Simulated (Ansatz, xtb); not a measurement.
# Two isomers of C6H2N4

Structure a: `N#Cc1cnc(C#N)nc1`, a singlet. Structure b: `N#Cc1ccnc(C#N)n1`, a singlet. Both are isolated molecules in the gas phase, relaxed with PBE0-D3(BJ)/def2-SVP.

a (Å):

```tsv
atom	x (Å)	y (Å)	z (Å)
C	-1.5690	-1.5746	-0.6268
C	-1.1042	-0.4470	-1.3675
C	-0.1979	0.4752	-0.8204
C	-0.2380	1.6528	-2.7472
C	0.2340	2.7956	-3.4985
C	-1.5284	-0.1997	-2.6827
N	-1.9464	-2.4904	-0.0253
N	0.2324	1.5198	-1.5083
N	0.6117	3.7094	-4.0993
N	-1.0965	0.8458	-3.3682
H	0.1791	0.3507	0.2002
H	-2.2349	-0.8736	-3.1785
```

b (Å):

```yaml
atoms:
  - { symbol: C, position_ang: [-0.7944, 0.6304, 0.5197] }
  - { symbol: C, position_ang: [-0.8055, 0.4775, -0.9147] }
  - { symbol: C, position_ang: [-1.6687, -0.4412, -1.5191] }
  - { symbol: C, position_ang: [-1.6058, -0.5165, -2.9091] }
  - { symbol: C, position_ang: [-0.0032, 1.0754, -2.9374] }
  - { symbol: C, position_ang: [0.9013, 1.8987, -3.7122] }
  - { symbol: N, position_ang: [-0.8131, 0.7258, 1.6729] }
  - { symbol: N, position_ang: [-0.7782, 0.2363, -3.6230] }
  - { symbol: N, position_ang: [1.6228, 2.5549, -4.3343] }
  - { symbol: N, position_ang: [0.0299, 1.2390, -1.6192] }
  - { symbol: H, position_ang: [-2.3489, -1.0598, -0.9327] }
  - { symbol: H, position_ang: [-2.2472, -1.2097, -3.4636] }
```

Energies in hartree; the thermal terms are from GFN2-xTB frequencies at re-optimised GFN2-xTB minima (ideal gas, soft modes damped towards free rotors, one conformer each, 298.15 K, 1 atm) and include the zero-point energy:

|  | a | b |
| --- | --- | --- |
| E, CCSD(T)/def2-SVP | −447.242473 | −447.239732 |
| E, MP2/def2-SVP | −447.157296 | −447.156217 |
| E, MP2/def2-TZVPP | −447.954707 | −447.953720 |
| zero-point energy | 0.070652 | 0.070669 |
| H(298 K) − E | 0.079766 | 0.079769 |
| G(298 K) − E | 0.037877 | 0.037077 |

Question: Correct the CCSD(T) difference for the basis set by the MP2 change, then work out ΔE, ΔE₀, ΔH and ΔG for a → b in kJ/mol (1 Eh = 2625.50 kJ/mol) and the equilibrium ratio [b]/[a].

Answer: 1. Differences b − a: CCSD(T) +0.002741, MP2 in the small set +0.001079, MP2 in the large set +0.000987 Eh.
2. ΔE = +0.002741 + (+0.000987 − (+0.001079)) = +0.002649 Eh = +6.95 kJ/mol.
3. ΔE₀ = ΔE + ΔZPE = +0.002649 + (+0.000017) Eh = +7.00 kJ/mol.
4. ΔH = ΔE + (+0.000003) Eh = +6.96 kJ/mol.
5. ΔG = ΔE + (−0.000800) Eh = +4.85 kJ/mol, so ΔS = (ΔH − ΔG)/T = +7.1 J/(mol K).
6. kT = 0.9442 mEh, so K = [b]/[a] = exp(−ΔG/kT) = exp(−1.96) ≈ 0.14.

Structure a is favoured at this temperature. An error of 4 kJ/mol in ΔG would change K by a factor of 5. Mirror images and further conformers aren't counted.

As drawn, both hold the same kinds of bond in the same numbers.

Other levels gave ΔE = +10.0 (GFN2-xTB); +1.9 (HF/STO-3G, GFN2-xTB geometries); +9.2 (r2SCAN-D4/def2-SVP, GFN2-xTB geometries); +9.1 (PBE0-D3(BJ)/def2-SVP); +11.7 (HF/def2-SVP); +2.8 (MP2/def2-SVP); +7.2 (CCSD(T)/def2-SVP) kJ/mol. The correlated steps freeze 10 core orbitals. Programs: Ansatz 0.2.0, xtb 6.7.1.
